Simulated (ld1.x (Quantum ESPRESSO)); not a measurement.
The numbers below are computed, except where a source is named.
## Pseudopotentials across the periodic table

Generated with ld1.x 7.5 (TM, RRKJ, ultrasoft, PAW), atompaw 4.2 or ONCVPSP 4.0.1. The cutoff is in Ry: for ld1.x and atompaw files where the sum of valence levels is converged to 10 mRy in a Bessel basis, for ONCV files where the hardest occupied wave has 1 mHa per electron of residual kinetic energy. The error is the largest all-electron minus pseudo excitation energy over each file’s own four to seven test configurations (ionisations up to +4, promotions, holes and added fractions of an electron), all of which were solved. The labels leave out finer settings (local radius, basis sizes, second energies), which also bear on the numbers. Spin-polarised tests are not counted. The rows are a selection from randomly drawn settings: files with unsolved tests, undetermined cutoffs or missed reference levels are left out.

A true bound ghost makes a file unfit for plane-wave use even where its test errors are small: the radial tests pick states by their node count and pass the ghost by.

```tsv
element	potential	cutoff (Ry)	largest error (meV)	bound ghosts
Ar	ultrasoft, LDA (PZ), non-relativistic, rc 1.40/0.95 (sp), local smoothed, core correction yes, reference 3s2 3p6	50	-5.8	none
Ca	PAW, LDA (PZ), scalar-relativistic, rc 1.85/2.05/3.35 (spd), local smoothed, core correction yes, reference 3s2 3p6 3d0 4s2 4p0	21	-22	none
Rh	RRKJ, LDA (PZ), fully relativistic, rc 2.10/2.25/1.85 (spd), local s, core correction yes, reference 4d6 5s0 5p0	45	-810	none
Te	TM, LDA (PZ), scalar-relativistic, rc 1.90/2.30/1.55 (spd), local s, core correction no, reference 4d10 5s1 5p5	90	-298	none
Pr	TM, PBE, scalar-relativistic, rc 2.64/3.25/2.05 (spd), local d, core correction yes, reference 5d1 6s1 6p0	12	-4526	s, p
Pb	TM, PBE, non-relativistic, rc 2.12/3.04 (sp), local s, core correction no, reference 6s1.5 6p2.5	15	+133	none
```

Question: Fill in the row for Ar: RRKJ, PBEsol, scalar-relativistic, rc 1.30/1.00 (sp), local p, core correction no, reference 3s2 3p6.

Answer: cutoff 110 Ry, largest error +211 meV, bound ghosts: none.

Question: Fill in the row for Pb: TM, LDA (PZ), scalar-relativistic, rc 2.00/2.05/2.15 (spd), local s, core correction yes, reference 6s2 6p2.

Answer: cutoff 25 Ry, largest error -603 meV, bound ghosts: d.

Question: Fill in the row for Cd: PAW, PBEsol, scalar-relativistic, rc 2.15/2.65/1.40 (spd), local smoothed, core correction yes, reference 4d10 5s2 5p0.

Answer: cutoff 60 Ry, largest error -127 meV, bound ghosts: none.
